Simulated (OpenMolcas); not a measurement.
Ionisation energies of silver

```
Program             : OpenMolcas
Basis               : ANO-RCC-VTZP [7s6p4d2f1g]
Scalar Hamiltonian  : DKH2, point nucleus
Spin-orbit coupling : state interaction with AMFI integrals over the reference wave functions, term energies averaged over their components
```

Active shells in each charge state: the valence d shell, with orbitals averaged over the low states. Where CASPT2's correlated closed shells are named, they are those of the first ion.

A. CASSCF
B. SS-CASPT2, IPEA 0.25 Eh, imaginary shift 0.1 Eh (closed shells correlated: 4s 4p)
C. SS-CASPT2, IPEA 0 Eh, imaginary shift 0.1 Eh (closed shells correlated: 4s 4p)
D. SS-CASPT2, IPEA 0.25 Eh, imaginary shift 0.1 Eh (closed shells correlated: none)
E. SS-CASPT2, IPEA 0.25 Eh, imaginary shift 0.1 Eh (closed shells correlated: 3d 4s 4p)

Energies in eV between the lowest computed levels, named as in B; reference values from the NIST Atomic Spectra Database with their kind.

| From | To | A | B | C | D | E | Spin-orbit share in B | Reference |
| --- | --- | --- | --- | --- | --- | --- | --- | --- |
| Ag2+ 4d⁹ ²D_5/2 | Ag3+ 4d⁸ ³F₄ | 32.921 | 34.496 | 34.415 | 34.560 | 34.480 | -0.135 | 34.800 (semi-empirical) |
| Ag3+ 4d⁸ ³F₄ | Ag4+ 4d⁷ ⁴F_9/2 | 48.537 | 49.806 | 49.766 | 49.851 | 49.788 | -0.029 | 49.000 (theoretical) |
| Ag4+ 4d⁷ ⁴F_9/2 | Ag5+ 4d⁶ ⁵D₄ | 65.400 | 66.459 | 66.454 | 66.473 | 66.440 | +0.107 | 65.000 (theoretical) |
| Ag5+ 4d⁶ ⁵D₄ | Ag6+ 4d⁵ ⁶S_5/2 | 82.025 | 83.105 | 83.078 | 83.058 | 83.091 | +0.276 | 82.000 (theoretical) |
| Ag6+ 4d⁵ ⁶S_5/2 | Ag7+ 4d⁴ ⁵D₀ | 106.114 | 106.628 | 106.676 | 106.640 | 106.593 | -0.484 | 106.000 (theoretical) |
| Ag7+ 4d⁴ ⁵D₀ | Ag8+ 4d³ ⁴F_3/2 | 124.801 | 125.362 | 125.389 | 125.258 | 125.332 | -0.208 | 125.000 (theoretical) |

The lowest level within the active space need not be the ion's true ground level.
